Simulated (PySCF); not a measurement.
PySCF 2.14 output of an unrestricted LDA calculation on a single atom or ion in aug-cc-pVTZ-DK, with scalar relativity by spin-free X2C-1e:

```
SCF conv_tol = 1e-09
number electrons alpha = 6  beta = 5
    P. A. M. Dirac.,  Math. Proc. Cambridge Philos. Soc. 26, 376 (1930)
    F. Bloch.,  Z. Phys. 57, 545 (1929)
    S. H. Vosko, L. Wilk, and M. Nusair.,  Can. J. Phys. 58, 1200 (1980)
cycle= 1 E= -198.825888096243  delta_E= -0.00401  |g|= 0.0362  |ddm|= 0.619
cycle= 2 E= -198.826219976976  delta_E= -0.000332  |g|= 0.0125  |ddm|= 0.239
cycle= 3 E= -198.826265063985  delta_E= -4.51e-05  |g|= 2.95e-05  |ddm|= 0.0614
cycle= 4 E= -198.826265066725  delta_E= -2.74e-09  |g|= 1.31e-06  |ddm|= 0.000264
cycle= 5 E= -198.826265066731  delta_E= -5.49e-12  |g|= 5.49e-08  |ddm|= 1.19e-05
converged SCF energy = -198.826265066731  <S^2> = 0.7500049  2S+1 = 2.0000049
```

The run itself started from symmetry-adapted Hartree-Fock orbitals and held the occupation by maximum overlap, on a logarithmic radial grid, so the iterations belong to that start.

Q: Which element, charge and spin multiplicity is this?

A: Mg⁺ (magnesium, charge +1), multiplicity 2; the state was [Ne] 3d1, 2D determinant (an excited configuration).

The outer electron is Rydberg-like, and this basis confines it to a smaller radius and binds it less than a complete one would.
